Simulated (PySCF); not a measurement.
# A series of tetrahedral complexes of Different ions with I ligands

All values are computed with PySCF: state-averaged CASSCF of the d shell with SC-NEVPT2, spin-free X2C, triple-zeta basis on the metal and double-zeta on the ligands, mean-field spin-orbit coupling; DFT geometries.

```json
{"complex": "[FeI4]-", "point group": "Td", "M–L / Å": "2.57", "L–M–L / °": "109", "solvent": "dichloromethane"}
{"complex": "[CuI4]2-", "point group": "D2d", "M–L / Å": "2.63", "L–M–L / °": "100–130", "solvent": "water"}
{"complex": "[VI4]-", "point group": "Td", "M–L / Å": "2.60", "L–M–L / °": "109", "solvent": "dichloromethane"}
{"complex": "[FeI4]2-", "point group": "D2d", "M–L / Å": "2.69", "L–M–L / °": "108–113", "solvent": "water"}
{"complex": "[MnI4]2-", "point group": "Td", "M–L / Å": "2.74", "L–M–L / °": "109", "solvent": "water"}
```

For [CuI4]2- the d shell alone is too small an active space: its values show what this model gives and aren't sound predictions.

(1) Rank by the spin-orbit constant ζ, lowest first.
A. [FeI4]2-
B. [VI4]-
C. [CuI4]2-
D. [MnI4]2-
E. [FeI4]-

(2) What are the ground states and moments?

In [FeI4]2- the next state lies within 300 cm⁻¹ of the lowest, inside the method's error, so which of them is lowest is undecided.

In [CuI4]2-, [FeI4]2- the symmetry is lower than cubic, so the total splitting isn't 10Dq alone: it holds the effect of the lower symmetry too.

Answers

(1) B (50 cm⁻¹), E (247 cm⁻¹), D (265 cm⁻¹), A (359 cm⁻¹), C (769 cm⁻¹).

(2) 
```
 complex  shell  ground state (NEVPT2)  total orbital splitting (CASSCF fit) / cm⁻¹  μeff(300 K) / μB
 [FeI4]-     d5                    6A1                                         4404              5.92
[CuI4]2-     d9         2B2 (from 2T2)                                         3012              2.25
  [VI4]-     d2                    3A2                                         4239              2.85
[FeI4]2-     d6          5A1 (from 5E)                                         2190              5.36
[MnI4]2-     d5                    6A1                                         1874              5.92
```
